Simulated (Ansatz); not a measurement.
A van 't Hoff estimate for BH(CH3)2(SH2) ⇌ BH(CH3)2 + H2S

Species: BH(CH3)2(SH2), singlet; BH(CH3)2, singlet; H2S (hydrogen sulfide) `S`, singlet. 

The electronic reaction energy at CCSD(T)/CBS estimate is +17.7 kJ/mol. Shapes: PBE0-D4/def2-TZVP. Flexible molecules stand in one conformer, not always the lowest. Programs: Ansatz 0.2.0. Enthalpy and entropy come from rigid-rotor, harmonic-oscillator sums on unscaled PBE0-D4/def2-TZVP wavenumbers, ideal gases at 1 bar; R ln 2 is added for the mirror twin of the chiral shape of BH(CH3)2(SH2). Symmetry numbers: BH(CH3)2(SH2) 1, BH(CH3)2 2, H2S 2. R = 8.3145 J/(mol K).

| T (K) | ΔH (kJ/mol) | ΔS (J/(mol K)) |
| --- | --- | --- |
| 800 | +3.0 | +139.8 |
| 1100 | -1.4 | +135.1 |
| 1400 | ? | ? |

Problem. Work out ln K at 800 and 1100 K, and from these estimate it at 1400 K.

Solution. 
1. 800 K: ΔG = +3.0 − 800 × (+139.8)/1000 = -108.8 kJ/mol; ln K = −ΔG/RT = +16.36.
2. 1100 K: ΔG = -1.4 − 1100 × (+135.1)/1000 = -150.0 kJ/mol; ln K = −ΔG/RT = +16.40.
3. Slope against 1000/T: (+16.40 − (+16.36))/(0.9091 − 1.2500) = -0.12, that is −ΔH/R with ΔH near +1 kJ/mol.
4. 1400 K: ln K = +16.36 + (-0.12) × (0.7143 − 1.2500) = +16.42.

The full sums give ΔH = -6.1 kJ/mol, ΔS = +131.3 J/(mol K), ΔG = -189.9 kJ/mol and ln K = +16.31 at 1400 K, so the line is off by +0.11 in ln K; without rounding the miss is +0.11, from the change of ΔH with temperature. The products are favoured over this whole range. The number of molecules rises, which sets the sign of ΔS, and lower pressure favours the products. An error of 10 kJ/mol in the energy moves ln K by 0.9 at 1400 K. Soft modes are treated as harmonic, which can err either way at these temperatures; the lowest are those of BH(CH3)2(SH2) (155 cm⁻¹), BH(CH3)2 (94 cm⁻¹). Other conformers aren't counted. The CBS estimate extrapolates MP2 from def2-TZVPP and def2-QZVPP and adds CCSD(T) − MP2 in the triple-zeta set, cores frozen.
